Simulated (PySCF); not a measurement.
## Optical rotation: `InChI=1S/C6H9NO/c1-8-4-6-2-5(6)3-7/h5-6H,2,4H2,1H3/t5-,6-/m1/s1`

Molfile (atoms numbered from 1):
```
C6H9NO
     RDKit          3D

 17 17  0  0  0  0  0  0  0  0999 V2000
   -2.1877    1.0173    0.0471 C   0  0  0  0  0  0  0  0  0  0  0  0
   -1.4698    0.3340   -0.9520 O   0  0  0  0  0  0  0  0  0  0  0  0
   -0.8123   -0.8293   -0.5060 C   0  0  0  0  0  0  0  0  0  0  0  0
    0.3303   -0.5567    0.4529 C   0  0  1  0  0  0  0  0  0  0  0  0
    1.6666   -1.1854    0.2330 C   0  0  0  0  0  0  0  0  0  0  0  0
    1.4848    0.2848   -0.0517 C   0  0  2  0  0  0  0  0  0  0  0  0
    2.0615    1.2324    0.8324 C   0  0  0  0  0  0  0  0  0  0  0  0
    2.5120    1.9898    1.5636 N   0  0  0  0  0  0  0  0  0  0  0  0
   -2.8848    0.3445    0.5616 H   0  0  0  0  0  0  0  0  0  0  0  0
   -1.5234    1.4781    0.7861 H   0  0  0  0  0  0  0  0  0  0  0  0
   -2.7477    1.7993   -0.4616 H   0  0  0  0  0  0  0  0  0  0  0  0
   -1.5322   -1.5133   -0.0283 H   0  0  0  0  0  0  0  0  0  0  0  0
   -0.4335   -1.2999   -1.4174 H   0  0  0  0  0  0  0  0  0  0  0  0
    0.0321   -0.3896    1.4816 H   0  0  0  0  0  0  0  0  0  0  0  0
    2.2511   -1.4618    1.0980 H   0  0  0  0  0  0  0  0  0  0  0  0
    1.7978   -1.8404   -0.6154 H   0  0  0  0  0  0  0  0  0  0  0  0
    1.4484    0.6084   -1.0853 H   0  0  0  0  0  0  0  0  0  0  0  0
  1  2  1  0
  2  3  1  0
  3  4  1  0
  4  5  1  0
  5  6  1  0
  6  7  1  0
  7  8  3  0
  6  4  1  0
  1  9  1  0
  1 10  1  0
  1 11  1  0
  3 12  1  0
  3 13  1  0
  4 14  1  1
  5 15  1  0
  5 16  1  0
  6 17  1  6
M  END
```

Level of theory: TDDFT LC-wPBE/aug-cc-pVDZ circular dichroism and optical rotation, one conformer, gas phase in PySCF. Geometry: GFN2-xTB.

The molecule is flexible and this is one conformer; a measurement averages over conformers.

Stereocentres: C4 S, C6 S.

Task: What is the specific rotation at 633, 589.3, 546, 436, 405, 365, 355 nm?

Result: [α] in deg dm⁻¹ (g/mL)⁻¹:
| λ (nm) | origin-invariant length gauge | modified velocity gauge | length gauge (centre of mass) | isotropic polarisability (au) |
| --- | --- | --- | --- | --- |
| 633 | -96.2 | -97.7 | -95.9 | 78.1 |
| 589.3 | -111.9 | -113.5 | -111.5 | 78.3 |
| 546 | -131.6 | -133.5 | -131.1 | 78.6 |
| 436 | -214.6 | -217.5 | -213.8 | 79.8 |
| 405 | -253.1 | -256.4 | -252.1 | 80.4 |
| 365 | -321.0 | -324.9 | -319.7 | 81.3 |
| 355 | -342.4 | -346.5 | -341.1 | 81.6 |

Task: And for the mirror image at 589.3 nm?

Result: +111.9 deg dm⁻¹ (g/mL)⁻¹ (origin-invariant length gauge): the same size and the opposite sign.

Task: What is the molar rotation [Φ] = [α]·M/100 of the geometry above at 589.3 nm?

Result: With M = 111.14 g/mol, -124.4 deg cm² dmol⁻¹ (origin-invariant length gauge).

The first excitation lies at 7.43 eV (167 nm) with R = +5.7 × 10⁻⁴⁰ esu² cm² (velocity form).
